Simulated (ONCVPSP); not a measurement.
## What one change does to a pseudopotential (Sr (Z = 38), ONCV)

```
Element                 : Sr
Generator               : ONCVPSP 4.0.1
Type                    : optimised norm-conserving Vanderbilt (ONCV)
Functional              : PBE
Relativity              : scalar-relativistic
Frozen core             : [Ar] 3d10
Valence charge          : 10
Reference configuration : 4s2 4p6 5s1.75 5p0.25
Partial waves           : 4s+5s: rc 2.00 bohr, ncon 4, nbas 8, qcut 6.6 1/bohr, 2 projectors; 4p+5p: rc 2.25 bohr, ncon 4, nbas 8, qcut 5.4 1/bohr, 3 projectors, debl 0.5 Ha; d scattering state at 0.18 Ha: rc 1.95 bohr, ncon 4, nbas 7, qcut 5.1 1/bohr, local; f scattering state at 0.4 Ha: rc 1.95 bohr, ncon 3, nbas 6, qcut 6.6 1/bohr, 3 projectors, debl 3.2 Ha
Local potential         : the d channel
Core correction         : none
```

In the d channel the program set the typed energies aside and used 0.050 Ha.

Change: fully relativistic.

Cutoffs: the cutoffs (Ha) at which the residual kinetic energy of the hardest occupied pseudo-wave falls to 1 and 0.1 mHa per electron; they do not see the model core or the augmentation charge, which bear on the density cutoff. Errors are all-electron minus pseudo energies relative to the spin-unpolarised reference configuration.

**Question.** Predict the effect on cutoff, ghosts and configuration errors.

**Answer.** The potential gets neither clearly harder nor softer (14 Ha and 17 Ha → 14 Ha and 17 Ha); both files keep a bound ghost (s); of the 4 tests that both files solve, the error grows in 0 and shrinks in 3 by more than 15 % and 0.3 meV (median size 0.8 → 0.0 meV).

```tsv
quantity	base	changed
cutoff, loose	14 Ha	14 Ha
cutoff, tight	17 Ha	17 Ha
loose cutoff by channel	s 14 Ha, p 7.9 Ha	s 14 Ha, p 8.2 Ha
bound ghosts	s	s
GHOST(+) flags under 300 eV	none	none
error for 4s2 4p6 5s2 5p0, meV [ΔE -0.56 eV]	0.0	0.0
error for 4s2 4p6 5s1 5p0, meV [ΔE 5.32 eV]	-0.4	0.0
error for 4s2 4p6 5s0 5p0, meV [ΔE 16.33 eV]	-1.2	0.0
error for 4s1 4p6 5s2 5p0, meV [ΔE 46.46 → 46.45 eV]	-38	-29
s: phases at 2.03 bohr within 0.05 rad from the reference energy up to (Ha; the scan ends near 5)	1.1	1.1
```

Base: The cutoffs count occupied waves only; projector 3 of the f channel, the hardest unoccupied one, needs 50 Ha at the loose tolerance. Changed file: The cutoffs count occupied waves only; projector 3 of the f channel, the hardest unoccupied one, needs 50 Ha at the loose tolerance. A true bound ghost makes a file unfit for plane-wave use even where its test errors are small: the radial tests pick states by their node count and pass the ghost by.
